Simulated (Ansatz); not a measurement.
```xyz
2

Co    0.0000    0.0000    0.0000
O     0.0000    0.0000    2.4429
```

Basis set: pcseg-2 (spherical functions). Charge 0, multiplicity 4.

Computed with Ansatz (development build ahead of 0.2.0); each method stands on the lowest determinant of its kind that the runs found.

The atomization energy at this shape (free ground-state atoms in the same class of orbitals less the molecule, no zero-point energy) of quartet CoO:

```
             method  atomization energy
PBE0 (unrestricted)      31.74 kcal/mol
```

Problem. What does PBE (unrestricted) give?

Solution. 45.39 kcal/mol. Caution: other spin multiplicities were not run; the shape is not the minimum; the unrestricted determinant is spin contaminated.
